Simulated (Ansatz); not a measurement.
Computed with PBE0-D3(BJ)/def2-TZVP in Ansatz (a program for electronic structure). No frequencies were computed at this level.

Ansatz 0.2 input:
```yaml
crystal:
  periodic: [false, false, false]
  atoms:
    - { symbol: Si, position_ang: [2.315693, -0.072723, 0.176191] }
    - { symbol: Ga, position_ang: [-0.043313, -0.473455, -0.251921] }
    - { symbol: Si, position_ang: [-2.280844, 0.440002, 0.006449] }
    - { symbol: H, position_ang: [3.076145, 0.289184, -1.041601] }
    - { symbol: H, position_ang: [2.993743, -1.248597, 0.76277] }
    - { symbol: H, position_ang: [2.533912, 1.042975, 1.129504] }
    - { symbol: H, position_ang: [-0.1822, -1.961236, -1.009897] }
    - { symbol: H, position_ang: [-2.827447, 1.015393, -1.242026] }
    - { symbol: H, position_ang: [-2.329369, 1.538641, 1.002461] }
    - { symbol: H, position_ang: [-3.256319, -0.570184, 0.468072] }
basis:
  gaussian: { orbitals: def2-tzvp }
hamiltonian:
  xc: pbe0
  dispersion: d3bj
relax:
  max_steps: 150
```

Output:

```
Functional definition: PBE0
1257 factors; their error is unknown
mean field evaluation 1: about -68231.7567 eV, gradient 2.6e1 eV
mean field evaluation 2: about -68231.9097 eV, gradient 3.3e1 eV
mean field evaluation 4: about -68233.1138 eV, gradient 9.5e-1 eV
mean field evaluation 8: about -68233.3681 eV, gradient 1.2e-2 eV
mean field -68233.36806646 eV, -2507.5300262043 hartree, gradient 6.4e-5 eV, S^2 0.000000; 0 other end points of the search recorded, 0 dependent functions left out
reference -68233.36810650 eV, -2507.5300276759 hartree; 33, 33 occupied and 131, 131 virtual orbitals, 1257 factors
relax step   1: F+E_penalty+E_count = -68233.53935149 eV  Δ(F+E_penalty+E_count) = +0.000e0 eV  max|allowed force component| = 1.264e0 eV/Å  Δτ_max = 0.0000 Å  (24 SCF iters, accepted)
these checks for a lower state are left out or cut short: starts, cluster_reference, orbital_swaps, neighbouring_geometries, increment
1257 factors; their error is unknown
mean field evaluation 16: about -68233.5036 eV, gradient 2.4e-1 eV
mean field -68233.50391524 eV, -2507.5350185550 hartree, gradient 1.7e-5 eV, S^2 0.000000; 0 other end points of the search recorded, 0 dependent functions left out
reference -68233.50395506 eV, -2507.5350200182 hartree; 33, 33 occupied and 131, 131 virtual orbitals, 1257 factors
relax step   2: F+E_penalty+E_count = -68233.67754912 eV  Δ(F+E_penalty+E_count) = -1.382e-1 eV  max|allowed force component| = 2.743e-1 eV/Å  Δτ_max = 0.1938 Å  (27 SCF iters, accepted)
these checks for a lower state are left out or cut short: starts, cluster_reference, orbital_swaps, neighbouring_geometries, increment
1257 factors; their error is unknown
mean field -68233.53629854 eV, -2507.5362086193 hartree, gradient 6.2e-5 eV, S^2 0.000000; 0 other end points of the search recorded, 0 dependent functions left out
reference -68233.53633829 eV, -2507.5362100801 hartree; 33, 33 occupied and 131, 131 virtual orbitals, 1257 factors
relax step   3: F+E_penalty+E_count = -68233.71077252 eV  Δ(F+E_penalty+E_count) = -3.322e-2 eV  max|allowed force component| = 4.577e-2 eV/Å  Δτ_max = 0.0576 Å  (26 SCF iters, accepted)
these checks for a lower state are left out or cut short: starts, cluster_reference, orbital_swaps, neighbouring_geometries, increment
1257 factors; their error is unknown
mean field -68233.54227086 eV, -2507.5364280981 hartree, gradient 6.5e-5 eV, S^2 0.000000; 0 other end points of the search recorded, 0 dependent functions left out
reference -68233.54231054 eV, -2507.5364295562 hartree; 33, 33 occupied and 131, 131 virtual orbitals, 1257 factors
relax step   4: F+E_penalty+E_count = -68233.71717435 eV  Δ(F+E_penalty+E_count) = -6.402e-3 eV  max|allowed force component| = 6.683e-2 eV/Å  Δτ_max = 0.0352 Å  (24 SCF iters, accepted)
these checks for a lower state are left out or cut short: starts, cluster_reference, orbital_swaps, neighbouring_geometries, increment
1257 factors; their error is unknown
mean field evaluation 32: about -68233.3062 eV, gradient 1.2e-1 eV
mean field -68233.55688935 eV, -2507.5369653176 hartree, gradient 1.7e-5 eV, S^2 0.000000; 0 other end points of the search recorded, 0 dependent functions left out
reference -68233.55692878 eV, -2507.5369667665 hartree; 33, 33 occupied and 131, 131 virtual orbitals, 1257 factors
relax step   5: F+E_penalty+E_count = -68233.73320423 eV  Δ(F+E_penalty+E_count) = -1.603e-2 eV  max|allowed force component| = 1.169e-1 eV/Å  Δτ_max = 0.1639 Å  (28 SCF iters, accepted)
these checks for a lower state are left out or cut short: starts, cluster_reference, orbital_swaps, neighbouring_geometries, increment
1257 factors; their error is unknown
mean field -68233.56176343 eV, -2507.5371444366 hartree, gradient 8.3e-5 eV, S^2 0.000000; 0 other end points of the search recorded, 0 dependent functions left out
reference -68233.56180279 eV, -2507.5371458831 hartree; 33, 33 occupied and 131, 131 virtual orbitals, 1257 factors
relax step   6: F+E_penalty+E_count = -68233.73874029 eV  Δ(F+E_penalty+E_count) = -5.536e-3 eV  max|allowed force component| = 9.641e-2 eV/Å  Δτ_max = 0.0789 Å  (25 SCF iters, accepted)
these checks for a lower state are left out or cut short: starts, cluster_reference, orbital_swaps, neighbouring_geometries, increment
1257 factors; their error is unknown
mean field -68233.56261879 eV, -2507.5371758706 hartree, gradient 6.5e-5 eV, S^2 0.000000; 0 other end points of the search recorded, 0 dependent functions left out
reference -68233.56265809 eV, -2507.5371773149 hartree; 33, 33 occupied and 131, 131 virtual orbitals, 1257 factors
relax step   7: F+E_penalty+E_count = -68233.74053360 eV  Δ(F+E_penalty+E_count) = -1.793e-3 eV  max|allowed force component| = 3.967e-2 eV/Å  Δτ_max = 0.0684 Å  (24 SCF iters, accepted)
these checks for a lower state are left out or cut short: starts, cluster_reference, orbital_swaps, neighbouring_geometries, increment
1257 factors; their error is unknown
mean field -68233.56326713 eV, -2507.5371996967 hartree, gradient 5.7e-5 eV, S^2 0.000000; 0 other end points of the search recorded, 0 dependent functions left out
reference -68233.56330647 eV, -2507.5372011425 hartree; 33, 33 occupied and 131, 131 virtual orbitals, 1257 factors
relax step   8: F+E_penalty+E_count = -68233.74080185 eV  Δ(F+E_penalty+E_count) = -2.683e-4 eV  max|allowed force component| = 9.560e-3 eV/Å  Δτ_max = 0.0109 Å  (26 SCF iters, accepted)
1257 factors; their error is unknown
mean field evaluation 64: about -68233.5633 eV, gradient 1.5e-3 eV
mean field -68233.56326713 eV, -2507.5371996967 hartree, gradient 5.7e-5 eV, S^2 0.000000; 1 other end points of the search recorded, 0 dependent functions left out
reference -68233.56330647 eV, -2507.5372011425 hartree; 33, 33 occupied and 131, 131 virtual orbitals, 1257 factors
Total energy: -68233.74084120 eV, -2507.5437254233 hartree
Atom 0 at     2.136425    -0.031844     0.207115 Å, force    -0.000022     0.008760     0.003240 eV/Å
Atom 1 at    -0.072021    -0.783583    -0.427151 Å, force    -0.001943    -0.009560     0.000554 eV/Å
Atom 2 at    -2.102076     0.437362     0.055041 Å, force     0.003067     0.007294     0.003578 eV/Å
Atom 3 at     2.893622     0.367261    -1.014831 Å, force    -0.002670    -0.000713    -0.000445 eV/Å
Atom 4 at     2.905986    -1.120289     0.874132 Å, force    -0.005197    -0.001921    -0.001839 eV/Å
Atom 5 at     2.107419     1.139647     1.125146 Å, force     0.001723     0.000148    -0.000485 eV/Å
Atom 6 at    -0.190846    -2.132776    -1.235967 Å, force     0.000273    -0.001278    -0.002353 eV/Å
Atom 7 at    -2.617767     1.045486    -1.206169 Å, force     0.002394    -0.000616     0.000025 eV/Å
Atom 8 at    -1.893754     1.537994     1.035538 Å, force    -0.002233     0.000591    -0.000804 eV/Å
Atom 9 at    -3.166988    -0.459258     0.587148 Å, force     0.004608    -0.002705    -0.001471 eV/Å
Dipole moment:    -0.003258    -0.022147     0.004161 e Å
```

Cost: about 50 core-seconds (a rough figure).
